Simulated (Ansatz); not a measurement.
Total energies of C$_{2}$H$_{9}$InOSi (`C[CH2][InH][O][SiH3]`).

Cartesian coordinates in Å:
```
C 0.605 -0.964 -1.222
C 1.772 -0.338 -0.475
In 1.182 0.945 1.145
O -0.811 1.047 1.321
Si -2.225 0.534 0.733
H -0.015 -1.582 -0.569
H 0.957 -1.604 -2.038
H -0.052 -0.210 -1.662
H 2.398 0.262 -1.143
H 2.432 -1.101 -0.052
H 1.880 1.927 2.356
H -3.356 1.120 1.507
H -2.411 0.920 -0.700
H -2.355 -0.954 0.801
```

Charge 0, multiplicity 1. Correlated methods include outer-core shells of In, which these sets cover unevenly. In: def2 effective core potential. All single points use the PBE0-D4/def2-TZVP geometry. It is one conformer, not always the lowest. Basis def2-TZVPP, Ansatz.

RPA on PBE orbitals: Hartree–Fock energy of these orbitals -634.02450 Eh, correlation -1.64846 Eh (frozen core).

```
             functional  energy without D4 (Eh)  D4 term (kJ/mol)
            LDA (SPW92)              -633.77748                 –
                    PBE              -636.23382             -30.0
                 revPBE              -636.52256             -83.0
                   BLYP              -636.47332             -63.9
                 r2SCAN              -636.54629              -7.7
                 B97M-V              -636.50174                 –
                   PBE0              -636.28125             -25.8
                  B3LYP              -636.69053             -48.2
                r2SCANh              -636.52349              -8.3
                r2SCAN0              -636.49093              -9.2
HSE06 (plane-wave form)              -636.26422             -24.3
                  BHLYP              -636.42278             -39.9
              CAM-B3LYP              -636.50496             -26.7
                LC-ωPBE              -636.44110                 –
                ωB97X-V              -636.47949                 –
                ωB97M-V              -636.43614                 –
                 B2PLYP              -636.12838                 –
               PBE-QIDH              -635.97703                 –
```

B3LYP takes the VWN-RPA correlation (the form of Gaussian; ORCA's B3LYP/G). HSE06 is the plane-wave form, built on full-range PBE exchange. The double hybrids freeze the cores in their second-order part.

LC-ωPBE has ω = 0.4 bohr⁻¹.
